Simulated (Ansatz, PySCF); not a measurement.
Molecule: bromo(trimethyl)silane, C3H9BrSi, net charge 0, singlet state. SMILES: C[Si](Br)(C)C
Geometry: optimised at B3LYP-D3(BJ)/def2-TZVP (Ansatz, a quantum-chemistry and plane-wave program).

Wanted: vertical triplet-singlet gap, E(triplet) - E(singlet), in eV. Terms: spin-orbit terms left out; valence correlation only (noble-gas shells and the d and f shells of earlier blocks); each state is the SCF solution reached for its charge and spin; dispersion terms only where a functional's name holds one; LANL2DZ with its own core potentials from Na on; six Cartesian d functions in 6-31G* and its kin unless marked 5d; UHF or UKS for open shells; non-relativistic. First-principles rows: single points at B3LYP-D3(BJ) geometries (Ansatz). Levels can end on unlike triplets.

```csv
level,program,"vertical triplet-singlet gap, E(triplet) - E(singlet) (eV)"
HF/6-31G*,Ansatz,7.43
HF/6-31G* with LANL2DZ past Ar,Ansatz,7.67
PBE/6-31G*,Ansatz,6.62
PBE/6-31G* with LANL2DZ past Ar,Ansatz,6.80
B3LYP/STO-3G,Ansatz,7.88
B3LYP/3-21G,Ansatz,7.07
B3LYP/6-31G*,Ansatz,7.01
B3LYP/6-31G* with LANL2DZ past Ar,Ansatz,7.17
M06-2X/6-31G* with LANL2DZ past Ar (5d),PySCF,7.46
MP2/6-31G*,Ansatz,7.68
MP2/6-31G* with LANL2DZ past Ar,Ansatz,7.71
PBE0/def2-TZVPD,Ansatz,6.78
```

No value to compare with is used here. The 11 habitual levels span 6.62 (PBE/6-31G*) to 7.88 eV (B3LYP/STO-3G); PBE0/def2-TZVPD gives 6.78.

The levels are drawn from those run, B3LYP/6-31G* more often than the rest, none by its result; left out are runs that failed, that the program found above a lower state of the same kind, or whose <S^2> lies over 0.5 above the pure value.
